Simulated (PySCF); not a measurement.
A search over the determinants of SbF

Unrestricted PBE0; PySCF, scalar-relativistic core potentials, basis sets Sb cc-pVDZ-PP with ECP28, F cc-pVDZ. Outer shells of the fragments: Sb 4d10 5s2 5p3; F 2s2 2p5.

Followed along the bond (rough minima from three points):

```csv
2Ms+1,unpaired,⟨S²⟩ at the start,R at minimum (Å),Te (eV)
3,π ↑↑,2.00,1.96,0.00
1,π ↑↓,1.01,1.96,0.32
1,none,0.00,1.96,1.27
5,"σ ↑↑, π ↑↑",6.00,none in the scan,≤ 5.18
```

Solutions found at the starting distance of 1.980 Å, counted from the lowest of them; the search is not exhaustive and high or unbound solutions are not listed, so other states can lie among these:

```json
{"2Ms+1": "3", "unpaired": "π ↑↑", "term": "³Σ⁻", "E (eV)": "0.00", "⟨S²⟩": "2.00", "⟨Lz²⟩": "0.00", "μ (D)": "-2.70"}
{"2Ms+1": "1", "unpaired": "π ↑↓", "term": "mixed", "E (eV)": "0.32", "⟨S²⟩": "1.01", "⟨Lz²⟩": "2.01", "μ (D)": "-2.67"}
{"2Ms+1": "1", "unpaired": "none", "term": "mixed", "E (eV)": "1.27", "⟨S²⟩": "0.00", "⟨Lz²⟩": "2.00", "μ (D)": "-2.59"}
{"2Ms+1": "3", "unpaired": "σ ↑, π ↑", "term": "³Π", "E (eV)": "2.84", "⟨S²⟩": "2.01", "⟨Lz²⟩": "1.01", "μ (D)": "-2.36"}
{"2Ms+1": "1", "unpaired": "σ ↓, π ↑", "term": "mixed", "E (eV)": "3.16", "⟨S²⟩": "1.01", "⟨Lz²⟩": "1.01", "μ (D)": "-2.31"}
{"2Ms+1": "3", "unpaired": "σ ↑, π ↑", "term": "³Π", "E (eV)": "5.68", "⟨S²⟩": "2.01", "⟨Lz²⟩": "1.00", "μ (D)": "-0.94"}
```

A term symbol is given only where ⟨S²⟩ and ⟨Lz²⟩ are close to those of a pure state; real π, δ and φ orbitals otherwise mix terms. A positive dipole means Sb(−)F(+).

Spin–orbit coupling is left out. Counting both spins, an empty level lies below a filled one in some of these solutions, because spin and occupation are held.
